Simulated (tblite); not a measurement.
C5H7ClF (doublet state).
SMILES: `C[C@@H]1[C](F)C[C@H]1Cl`

All values are computed: GFN2-xTB (tblite) harmonic vibrations without scaling, gas phase. This tight-binding method is rough: wavenumbers can miss measured ones by several per cent, in bad cases by 10 to 20. Open shells enter through the occupations alone, without spin polarisation, and single modes of such species can be off by tens of per cent.

Harmonic wavenumbers (cm⁻¹): 49.7, 168.4, 183.2, 225.2, 256.8, 296.2, 409.6, 529.6, 583.7, 716.4, 833.4, 907.7, 920.9, 976.1, 1013.1, 1055.6, 1088.1, 1119.6, 1127.4, 1176.9, 1187.6, 1210.6, 1225.1, 1283.3, 1308.4, 1399.8, 1430.5, 1482.8, 1489.6, 2933.4, 2957.4, 2973.4, 2983.7, 3036.9, 3039.5, 3048.6.

A = 4014, B = 1395, C = 1109 MHz; mass 121.022 u (most abundant isotopes); point group C1, symmetry number 1; spin multiplicity 2.

Problem. Zero-point energy?

Solution. Half the sum of the wavenumbers: 23314 cm⁻¹ = 278.90 kJ/mol.

Problem. Give the ideal-gas entropy at 350 K and 1 bar in the rigid-rotor, harmonic-oscillator model (classical rotation).

Solution. Translation 172.00, rotation 120.57, vibration 90.56, spin (R ln 2) 5.76: S = 388.9 J/(mol K).

Problem. And Cp and H(350 K) − H(0)?

Solution. Cp = 134.83 J/(mol K), of which vibrations give 101.58 (their classical limit is 36 R = 299.3); H(350 K) − H(0) = 28.83 kJ/mol without the zero-point energy, 17.19 from vibrations.

Problem. How do the functions run with temperature in this model?

Solution. 
```
T (K)  S (J/(mol K))  Cp (J/(mol K))  H − H(0) (kJ/mol)  G − H(0) (kJ/mol)  ln q(vib)
  100          276.3            61.3               4.52             -23.11       0.92
  200          327.6            89.3              12.09             -53.44       2.49
  300          369.3           119.2              22.48             -88.33       4.15
  500          444.3           176.7              52.32            -169.83       7.54
  800          540.4           231.3             114.32            -318.03      12.62
 1000          594.6           254.2             162.99            -431.65      15.84
```

q(vib) and H(0) count from the zero-point level.

Problem. Which modes carry the vibrational entropy at 350 K?

Solution. 49.7 cm⁻¹: 21.53; 168.4 cm⁻¹: 11.54; 183.2 cm⁻¹: 10.87; 225.2 cm⁻¹: 9.25; 256.8 cm⁻¹: 8.24; 296.2 cm⁻¹: 7.17 J/(mol K); the other 30 give 21.96 together.

Hindered rotation and anharmonicity are outside this model. The structure is chiral; the term R ln 2 for an equal mix with its mirror image is left out.
